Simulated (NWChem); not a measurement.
Species: C3H4F2O; SMILES FC(C)(F)C=O

```xyz
10

C     -1.5076     0.3916     0.0000
C     -0.0032     0.3612     0.0000
F      0.5045     1.0079    -1.1057
F      0.5045     1.0079     1.1057
C      0.6360    -1.0427     0.0000
O      0.0053    -2.0743     0.0000
H     -1.8948    -0.1253     0.8974
H     -1.8494     1.4435     0.0000
H     -1.8948    -0.1253    -0.8974
H      1.7660    -1.0019     0.0000
```
Atoms are numbered in this order, from 1.

All runs: NWChem. Medium grid unless said otherwise, to which SCAN and Minnesota functionals are sensitive. Geometry: optimised at PBE-D3(BJ)/def2-SVP.

**Question.** Order these by “highest occupied level (eV)”, lowest first: LDA (Slater exchange, PW92)/def2-SVP; M06/def2-SVP; LC-wPBE (HJS exchange hole, range parameter 0.4 per bohr)/def2-SVP; TPSSh/def2-SVP; BHandHLYP/def2-SVP.

**Answer.** LC-wPBE (HJS exchange hole, range parameter 0.4 per bohr)/def2-SVP (-10.81), BHandHLYP/def2-SVP (-9.75), M06/def2-SVP (-8.23), TPSSh/def2-SVP (-7.15), LDA (Slater exchange, PW92)/def2-SVP (-6.42)
